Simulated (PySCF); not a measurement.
# RbBe⁺: from constants to spectrum

RHF-CCSD(T) constants of RbBe⁺, ¹Σ⁺ (singlet), closed shell (Rb def2-TZVP with ECP28, Be def2-TZVP; scalar-relativistic core potentials (PySCF 2.14); masses 84.9118 and 9.0122 u):

| Property | Result |
| --- | --- |
| ωe | 101.3 cm⁻¹ |
| ωexe | 2.57 cm⁻¹ |
| Be | 0.14419 cm⁻¹ |
| αe | 0.00405 cm⁻¹ |
| D (centrifugal) | 1.17e-06 cm⁻¹ |
| De to Rb⁺ + Be | 0.149 eV |

Question: Give the band origin of the fundamental and the first lines of its P and R branches.

Answer: ν0 = ωe − 2ωexe = 96.2 cm⁻¹, B0 = 0.14217, B1 = 0.13812 cm⁻¹.

```tsv
J″	P(J″) − ν0	R(J″) − ν0
0		0.276
1	-0.284	0.544
2	-0.577	0.804
3	-0.877	1.056
4	-1.186	1.300
5	-1.502	1.535
6	-1.826	1.762
```

Question: Near which J would the R branch turn back, without centrifugal distortion?

Answer: At J ≈ (B0 + B1)/(2(B0 − B1)) − 1 ≈ 34.

Correlated steps freeze no core orbitals. The bond is weak. Basis-set superposition, not corrected here, can be much of De in a small basis, most of all at correlated wavefunction levels. For an ion De counts to the pair picked by the measured ionisation energies or electron affinities, which need not be the lowest pair at this level.
